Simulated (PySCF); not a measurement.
CH₃AlFIO. Atoms are numbered in the order given.

```xyz
8

Al     0.6871     1.0042     0.0000
F      2.3242     1.2326     0.0000
I     -0.2129    -1.2704     0.0000
O     -0.3078     2.3510     0.0000
C     -1.6614     2.6740     0.0000
H     -1.9109     3.2758    -0.8903
H     -1.9109     3.2758     0.8903
H     -2.3137     1.7816     0.0000
```
Charge 0, spin multiplicity 1.

Geometry optimised at PBE0-D3(BJ)/def2-SVP. The def2 effective core potentials stand for the cores of I; spin–orbit coupling is left out. Other conformers were not sampled.

Calculation: r2SCAN/def2-TZVP in PySCF.

ESP charges are fitted to the potential on shells at 1.4 to 2.0 van der Waals radii. Atomic charges (e):

| atom | Löwdin | ESP fit |
|---|---|---|
| Al1 | -0.34 | 0.82 |
| F2 | -0.01 | -0.38 |
| I3 | 0.30 | -0.18 |
| O4 | 0.09 | -0.33 |
| C5 | -0.35 | -0.26 |
| H6 | 0.11 | 0.13 |
| H7 | 0.11 | 0.13 |
| H8 | 0.10 | 0.07 |
